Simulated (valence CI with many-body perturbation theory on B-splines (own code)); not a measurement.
# E1 transitions of K¹³⁺

Method: configuration interaction combined with many-body perturbation theory (CI+MBPT): four valence electrons over a frozen Dirac-Fock core [He], radial functions for each j: 11 s, 11 p, 9 d, 7 f, 5 g, 2 h, 1 i, with the one-electron correlation potential Σ1 (screened to all orders), the two-electron term Σ2, the three-electron term Σ3, Breit, model QED; selected single and double excitations, second order for the rest (own B-spline code, finite nucleus).

No measured spectrum was set against this ion. As an estimate, levels of excited configurations hold to 0.05 to 0.15 % of their energy, terms of the ground configuration to about 0.5 %.

Lines 101 to 150 of 232 in falling wavelength, among levels below 37.979 Ry, chosen from the strongest by gf and those to the six lowest levels. Wavelengths and rates use the calculated energies, so an error of 300 cm⁻¹ moves a line at 17.50 nm by 0.052 % and its rate by three times that or more. Electric multipoles are in the length gauge, E1 and E2 with the static RPA response of the core. Weak lines are less certain than strong ones. Lines between different terms over intervals too small for the method are left out, as are lines whose strength nearly cancels. Where a level lies close to another of its J and parity, the split of strength between their lines is uncertain. The highest levels of a list are the least certain.

Names give the largest LS component (configuration and term), which can be under half, so a name can repeat, a term be missing and a line seem to break the LS rules; names also repeat where a configuration has a term twice. Letters in brackets count levels of one name in rising energy.

```tsv
λ vac (nm)	Upper	Lower	A (s⁻¹)	S (a.u.) with core polarisation	S without
17.50	2p⁴ ³P_2	2s2p³ ³D°_2	5.59e+09	7.38e-02	7.42e-02
17.35	2s2p³ ¹P°_1	2s²2p² ¹S_0	9.80e+09	7.58e-02	7.61e-02
17.22	2s2p³ ¹D°_2	2s²2p² ¹D_2	2.90e+10	3.66e-01	3.67e-01
16.91	2p⁴ ³P_1	2s2p³ ³D°_1	7.45e+09	5.34e-02	5.36e-02
16.89	2p⁴ ³P_1	2s2p³ ³D°_2	1.56e+10	1.11e-01	1.12e-01
16.76	2p⁴ ³P_0	2s2p³ ³D°_1	2.21e+10	5.14e-02	5.16e-02
15.42	2s2p³ ¹D°_2	2s²2p² ³P_2	8.40e+08	7.59e-03	7.63e-03
15.39	2s2p³ ³S°_1	2s²2p² ³P_2	3.38e+10	1.82e-01	1.83e-01
15.16	2s2p³ ¹P°_1	2s²2p² ¹D_2	3.70e+10	1.91e-01	1.92e-01
15.07	2s2p³ ¹D°_2	2s²2p² ³P_1	3.85e+07	3.25e-04	3.27e-04
15.04	2s2p³ ³S°_1	2s²2p² ³P_1	1.83e+10	9.24e-02	9.28e-02
14.75	2s2p³ ³S°_1	2s²2p² ³P_0	6.23e+09	2.96e-02	2.97e-02
13.47	2s2p³ ¹P°_1	2s²2p² ³P_1	7.44e+08	2.69e-03	2.71e-03
12.82	2p⁴ ³P_2	2s2p³ ⁵S°_2	9.26e+07	4.82e-04	4.84e-04
2.945	2s2p²3s ³P_2	2s2p³ ³P°_2	2.33e+11	1.47e-02	1.46e-02
2.928	2s2p²3s ¹D_2	2s2p³ ¹D°_2	2.57e+11	1.59e-02	1.58e-02
2.926	2s²2p3s ³P°_1	2s²2p² ¹S_0	9.21e+09	3.41e-04	3.40e-04
2.891	2s²2p3s ¹P°_1	2s²2p² ¹S_0	1.91e+11	6.84e-03	6.81e-03
2.888	2s2p²3s ³P_1	2s2p³ ³D°_2	3.53e+11	1.26e-02	1.25e-02
2.880	2s2p²3d ³P_2	2s2p³ ³S°_1	1.95e+11	1.15e-02	1.15e-02
2.878	2s2p²3s ³P_2	2s2p³ ³D°_3	3.26e+11	1.92e-02	1.91e-02
2.856	2s²2p3s ³P°_1	2s²2p² ¹D_2	3.90e+10	1.35e-03	1.34e-03
2.849	2s2p²3s ³D_2	2s2p³ ³P°_2	1.28e+11	7.32e-03	7.29e-03
2.848	2s2p²3s ³D_3	2s2p³ ³P°_2	1.70e+11	1.36e-02	1.35e-02
2.837	2s²2p3s ³P°_2	2s²2p² ¹D_2	1.54e+10	8.69e-04	8.65e-04
2.823	2s²2p3s ¹P°_1	2s²2p² ¹D_2	6.16e+11	2.05e-02	2.04e-02
2.802	2s²2p3s ³P°_1	2s²2p² ³P_2	2.34e+11	7.64e-03	7.59e-03
2.794	2s²2p3s ³P°_0	2s²2p² ³P_1	5.14e+11	5.53e-03	5.50e-03
2.790	2s²2p3s ³P°_1	2s²2p² ³P_1	1.11e+11	3.58e-03	3.56e-03
2.785	2s2p²3s ³D_3	2s2p³ ³D°_3	5.01e+11	3.74e-02	3.73e-02
2.785	2s2p²3s ³D_1	2s2p³ ³D°_1	3.58e+11	1.15e-02	1.14e-02
2.784	2s2p²3s ³D_2	2s2p³ ³D°_2	3.23e+11	1.72e-02	1.71e-02
2.784	2s2p²3s ³D_3	2s2p³ ³D°_2	1.22e+11	9.12e-03	9.08e-03
2.783	2s²2p3s ³P°_2	2s²2p² ³P_2	3.78e+11	2.01e-02	2.00e-02
2.781	2s2p²3s ⁵P_1	2s2p³ ⁵S°_2	3.93e+11	1.25e-02	1.25e-02
2.780	2s²2p3s ³P°_1	2s²2p² ³P_0	1.67e+11	5.31e-03	5.28e-03
2.773	2s2p²3s ⁵P_2	2s2p³ ⁵S°_2	4.00e+11	2.10e-02	2.10e-02
2.771	2s²2p3s ³P°_2	2s²2p² ³P_1	1.34e+11	7.02e-03	6.99e-03
2.770	2s2p²3d ³P_2	2s2p³ ³P°_2	6.94e+11	3.64e-02	3.65e-02
2.768	2s2p²3d ³P_2	2s2p³ ³P°_1	4.60e+11	2.41e-02	2.41e-02
2.763	2s2p²3s ⁵P_3	2s2p³ ⁵S°_2	4.11e+11	2.99e-02	2.98e-02
2.763	2s2p²3d ⁵P_1 [a]	2s2p³ ³P°_2	3.12e+11	9.73e-03	9.72e-03
2.762	2s2p²3d ⁵P_1 [b]	2s2p³ ³P°_2	6.00e+11	1.87e-02	1.87e-02
2.759	2s2p²3d ³P_1	2s2p³ ³P°_1	3.46e+11	1.08e-02	1.08e-02
2.759	2s2p²3d ³P_1	2s2p³ ³P°_0	5.50e+11	1.71e-02	1.71e-02
2.758	2s²2p3s ¹P°_1	2s²2p² ³P_1	1.58e+10	4.92e-04	4.90e-04
2.756	2s2p²3d ³P_0	2s2p³ ³P°_1	1.58e+12	1.63e-02	1.64e-02
2.748	2s²2p3s ¹P°_1	2s²2p² ³P_0	6.46e+09	1.98e-04	1.97e-04
2.710	2s2p²3d ³P_2	2s2p³ ³D°_3	1.51e+11	7.42e-03	7.44e-03
2.709	2s2p²3d ³P_2	2s2p³ ³D°_2	2.28e+11	1.12e-02	1.12e-02
```
